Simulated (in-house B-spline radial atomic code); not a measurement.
The numbers below are computed, except where a source is named.
## Softness against transferability: the 5p channel of Sb

Sb, [Kr] 4d10 5s2 5p3, non-relativistic LDA (VWN5), spherical and spin-unpolarised, from an all-electron radial atomic-structure program (B-spline basis) (atomic units). The all-electron 5p level is ε = -0.185622 hartree, its outermost node lies just inside 1.06 bohr and its outer maximum at 2.35 bohr.

Troullier-Martins pseudo-orbitals are made for several radii. The cutoffs (hartree) are the plane-wave energies beyond which the orbital holds less than the named kinetic energy per electron. The phase error is the difference, pseudo minus all-electron, of arctan(R P'/P) at R = 3.6 bohr for all radii, half a hartree below and above the level.

```csv
r_c (bohr),V_l(0) (hartree),cutoff for 10 mEh,for 1 mEh,for 0.1 mEh,phase error at ε − 0.5 (mrad),at ε + 0.5 (mrad)
1.77,-6.18,11,16.6,31.7,-0.4,-8.5
2.05,-0.13,1.77,6.06,13.9,-0.3,-4.2
2.36,0.44,1.84,6.2,13.1,-0.2,-3.8
2.66,-0.10,1.62,5.51,11,-0.4,-5.9
2.97,-0.55,1.55,4.5,6.48,-0.7,-10.9
3.3,-0.82,1.55,2.25,5.12,-1.4,-18.7
```

Problem. Which radius needs the lowest cutoff for 0.1 mEh while both phase errors stay within 8.6 mrad?

Solution. The radii within that limit are 1.77, 2.05, 2.36, 2.66 bohr; of these r_c = 2.66 needs the least, 11 hartree, that is 22 Ry or 299 eV.

Problem. What does the larger radius buy, and what does it cost?

Solution. From r_c = 1.77 to 3.3 bohr the cutoff for 1 mEh goes from 16.6 to 2.25 hartree, a factor of 7.38, against 3.48 for a pure 1/r_c² scaling, end to end; step by step it is 16.6, 6.06, 6.2, 5.51, 4.5, 2.25, and for 0.1 mEh 31.7, 13.9, 13.1, 11, 6.48, 5.12; the number of plane waves goes as the cutoff to the power 3/2, here a factor of 20.0. The larger of the two phase errors is least at r_c = 2.36 bohr, 3.8 mrad; it is 8.5 at the smallest radius and 18.7 at the largest. These errors test the reference atom alone. The smallest radius lies well inside the outer maximum, where the nodeless form must bend sharply to keep the norm, so it is both harder and scatters less well than the next. Large radii also let the cores of neighbours overlap, which an atom doesn't show.
